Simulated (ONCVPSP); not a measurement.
# u(r) = r·R(r): atom against pseudo-atom (silicon (Si))

Columns: radius, all-electron u(r) and pseudo u(r) of the 3s shell (level -10.88 eV) of silicon in the configuration [Ne] 3s2 3p2; LDA (Perdew-Wang 92), scalar-relativistic, ONCV scheme, ONCVPSP 4.0.1.

```csv
r (bohr),all-electron,pseudo
0.093,0.1401,0.0139
0.185,-0.0951,0.0299
0.278,-0.2790,0.0506
0.370,-0.3442,0.0773
0.463,-0.3145,0.1118
0.555,-0.2257,0.1537
0.648,-0.1047,0.2037
0.740,0.0262,0.2596
0.833,0.1568,0.3208
0.925,0.2768,0.3838
1.018,0.3845,0.4476
1.110,0.4759,0.5084
1.203,0.5526,0.5655
1.295,0.6136,0.6158
1.388,0.6611,0.6589
1.480,0.6956,0.6927
1.573,0.7190,0.7172
1.665,0.7324,0.7318
1.758,0.7374,0.7373
1.850,0.7352,0.7352
1.943,0.7269,0.7269
2.035,0.7138,0.7138
2.128,0.6966,0.6966
2.220,0.6765,0.6765
2.313,0.6538,0.6538
2.405,0.6296,0.6296
```

(1) How many radial nodes do the two functions have?

(2) At about which radius was the pseudo-wave matched?

(3) Where does each function peak?

(4) Is the pseudo-wave norm-conserving?

Results:

(1) The all-electron 3s function has n − l − 1 = 2; the pseudo-wave has 0, since the states of the same l below it are removed with the core.

(2) 1.80 bohr, where the columns begin to agree (steps of 0.09 bohr).

(3) Outermost all-electron maximum near 1.76 bohr, pseudo maximum near 1.76 bohr (to the table’s step).

(4) Yes: the ONCV scheme keeps the norm inside the radius equal to the all-electron one, which fixes the energy derivative of the logarithmic derivative at the level.
